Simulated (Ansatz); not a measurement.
Geometry optimisation, RKS revPBE-D4/def2-SVP (Ansatz).

Input file:

```yaml
crystal:
  periodic: [false, false, false]
  atoms:
    - { symbol: W, position_ang: [-0.151998, 0.226761, -0.719825] }
    - { symbol: Cl, position_ang: [1.39358, 0.155727, 2.520066] }
    - { symbol: H, position_ang: [1.425729, -0.75476, 1.529227] }
    - { symbol: Cl, position_ang: [-0.057635, 2.375094, -0.103807] }
    - { symbol: H, position_ang: [-1.425312, -0.101641, 0.324938] }
    - { symbol: H, position_ang: [0.730593, -1.080436, -0.020591] }
    - { symbol: H, position_ang: [-0.693657, -0.150744, -2.308707] }
basis:
  gaussian: { orbitals: def2-SVP }
hamiltonian:
  xc: revpbe
  dispersion: d4
relax:
  f_tol: 0.03
  max_steps: 50
output:
  orbitals: {}
```

Launched with:

```bash
$ ansatz run input.yaml --threads 1 --pin off --max-ram 2048MiB --backend cpu --events-out ev --progress --plain --runs-dir out
```

Task: Where does it end, and by what steps?

Result: The forces met the threshold. After 24 steps the energy has fallen by 3.278 eV; H3 moved furthest, 2.57 Å. Parted: Cl2–H3 (1.35 → 3.51 Å). Joined: W1–Cl2 (3.59 → 2.29 Å), W1–H3 (2.92 → 1.69 Å).

```
step  energy less start (eV)  largest force component (eV/Å)  accepted
   0                  0.0000                           0.648       yes
   1                 -0.0357                           0.392       yes
   2                 -0.0439                           0.125       yes
   3                 -0.0498                           0.098       yes
   4                 -0.0579                           0.070       yes
   5                 -0.0658                           0.227       yes
   6                 -0.0848                           0.207       yes
   7                 -0.1898                           0.397       yes
   8                 -0.4688                           0.959       yes
   9                 -0.9601                           1.344       yes
  10                 -1.4426                           1.047       yes
  11                 -1.8124                           0.628       yes
  12                 -2.0752                           0.437       yes
  13                 -2.2779                           0.735       yes
  14                 -2.4710                           0.791       yes
  15                 -2.7059                           0.789       yes
  16                 -2.9197                           0.513       yes
  17                 -3.0129                           0.347       yes
  18                 -3.0815                           0.485       yes
  19                 -3.1988                           0.574       yes
  20                 -3.2664                           0.294       yes
  21                 -3.2742                           0.218       yes
  22                 -3.2764                           0.104       yes
  23                 -3.2760                           0.203        no
  24                 -3.2777                           0.005       yes
```

```xyz
7
Properties=species:S:1:pos:R:3
W 0.149 0.302 0.336
Cl 1.844 0.523 1.855
H -0.556 -1.181 -0.053
Cl -0.390 2.260 -0.717
H -1.224 -0.154 1.222
H 1.187 -0.920 -0.149
H 0.211 -0.161 -1.273
```

Whether the end is a true minimum wasn't checked by a vibrational analysis.

The run took 48 s on 1 thread of Intel(R) Xeon(R) 6975P-C (Granite Rapids), on a shared host, peak memory 0.14 GiB.
